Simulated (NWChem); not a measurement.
Correlation energy of H$_{2}$Ge

```
Ge
H 1 1.6055
H 1 1.6055 2 90.73
```
Charge 0, spin multiplicity 1.

The numbers come from NWChem runs, not from measurements. The geometry was optimised at B3LYP/def2-SVP, a minimum by its harmonic frequencies.

Basis set: 6-31G*. Each correlation energy counts from its own Hartree-Fock reference.

The Hamiltonian is non-relativistic. The correlated methods keep 9 core orbitals frozen. The Pople sets run with spherical d functions. The structure started from a generated list of species. Coupled-cluster values serve here as a point of comparison, not as the truth.

Task: For the correlation energy, MP2 gives -232.9 mHa and SCS-MP2 gives -220.3 mHa. What do CR-CCSD[T], CR-CCSD(T), CCSD give?

Result: CR-CCSD[T]: -245.9 mHa; CR-CCSD(T): -245.5 mHa; CCSD: -241.9 mHa.
